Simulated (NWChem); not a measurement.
System: AlGeH₅; SMILES [AlH2][GeH3]

NWChem printed, in part:

```
             Northwest Computational Chemistry Package (NWChem) 7.3.0
             --------------------------------------------------------

                             Geometry "geometry" -> ""
                             -------------------------

 Output coordinates in angstroms (scale by  1.889725989 to convert to a.u.)

  No.       Tag          Charge          X              Y              Z
 ---- ---------------- ---------- -------------- -------------- --------------
    1 Al                  13.0000    -0.03335000    -1.71049600    -0.00063000
    2 Ge                  32.0000    -0.08052400     0.77946600    -0.00876300
    3 H                    1.0000    -1.50290700     1.39003300    -0.10643900
    4 H                    1.0000     0.55937000     1.36867600     1.27912800
    5 H                    1.0000     0.73629200     1.37523700    -1.18824200
    6 H                    1.0000     1.36389400    -2.47315700    -0.00084500
    7 H                    1.0000    -1.37682800    -2.56354300     0.00986000

 Effective nuclear repulsion energy (a.u.)     146.8596825704

                              NWChem Property Module
                              ----------------------

  itol2e modified to match energy
  convergence criterion.

                                 NWChem DFT Module
                                 -----------------

 Summary of "ao basis" -> "ao basis" (spherical)
 ------------------------------------------------------------------------------
       Tag                 Description            Shells   Functions and Types
 ---------------- ------------------------------  ------  ---------------------
 Al                         def2-svp                 8       18   4s3p1d
 Ge                         def2-svp                12       32   5s4p3d
 H                          def2-svp                 3        5   2s1p

  itol2e modified to match energy
  convergence criterion.

[...]

          -----------------------
          Electric field gradient
          -----------------------

 1 a.u. = 0.324123 10**(16) esu/cm**3  ( or statvolts/cm**2 ) = 0.97174 10**(22) v/m**2

 ------------------------------------------------------------
   Atom      X         Y         Z
 ------------------------------------------------------------
    1 Al  -0.06302  -3.23237  -0.00119
 ------------------------------------------------------------

 Electric field gradient in molecular frame (a.u.)
         XX             YY             ZZ             XY             XZ             YZ
 ------------------------------------------------------------------------------------------
        0.751061       0.502562      -1.253623       0.010308      -0.007497      -0.010696

 Principal components (a.u.) and orientation
 of principal axis w.r.t. absolute frame                      Asymmetry parameter eta
 --------------------------------------------------------------------------------------
       -1.253716       0.751519       0.502197                       0.198867

        0.003708       0.999129      -0.041564
        0.006068       0.041541       0.999118
        0.999975      -0.003957      -0.005909

 ------------------------------------------------------------
   Atom      X         Y         Z
 ------------------------------------------------------------
    2 Ge  -0.15217   1.47298  -0.01656
 ------------------------------------------------------------

 Electric field gradient in molecular frame (a.u.)
         XX             YY             ZZ             XY             XZ             YZ
 ------------------------------------------------------------------------------------------
       -0.209318       0.455078      -0.245759      -0.008711      -0.001013      -0.001373

 Principal components (a.u.) and orientation
 of principal axis w.r.t. absolute frame                      Asymmetry parameter eta
 --------------------------------------------------------------------------------------
        0.455194      -0.245791      -0.209403                       0.079939

       -0.013104       0.028328       0.999513
        0.999912       0.002310       0.013044
       -0.001940       0.999596      -0.028355

 ------------------------------------------------------------
   Atom      X         Y         Z
 ------------------------------------------------------------
    3 H   -2.84008   2.62678  -0.20114
 ------------------------------------------------------------

 Electric field gradient in molecular frame (a.u.)
         XX             YY             ZZ             XY             XZ             YZ
 ------------------------------------------------------------------------------------------
       -0.105853       0.040068       0.065785       0.072757      -0.011847       0.005019

 Principal components (a.u.) and orientation
 of principal axis w.r.t. absolute frame                      Asymmetry parameter eta
 --------------------------------------------------------------------------------------
       -0.136748       0.070149       0.066599                       0.025962

        0.922275       0.380023      -0.070650
       -0.381300       0.924438      -0.005035
        0.063398       0.031582       0.997488

 ------------------------------------------------------------
   Atom      X         Y         Z
 ------------------------------------------------------------
    4 H    1.05706   2.58642   2.41720
 ------------------------------------------------------------

[...]
```

Level: PBE0/def2-SVP. The geometry was optimised at B3LYP/6-31G* (spherical d). NWChem prints the field gradient with the sign opposite to the second derivative of the potential.

Question: Reconstruct the input file.

Answer: One answer among several that fit: the input that was run:
```
start job
memory heap 200 mb stack 900 mb global 1100 mb
geometry units angstroms noautosym nocenter noautoz
  Al    -0.033350    -1.710496    -0.000630
  Ge    -0.080524     0.779466    -0.008763
  H     -1.502907     1.390033    -0.106439
  H      0.559370     1.368676     1.279128
  H      0.736292     1.375237    -1.188242
  H      1.363894    -2.473157    -0.000845
  H     -1.376828    -2.563543     0.009860
end
basis spherical
  * library def2-svp
end
dft
  xc pbe0
  iterations 150
end
property
  efieldgrad
end
task dft property
```
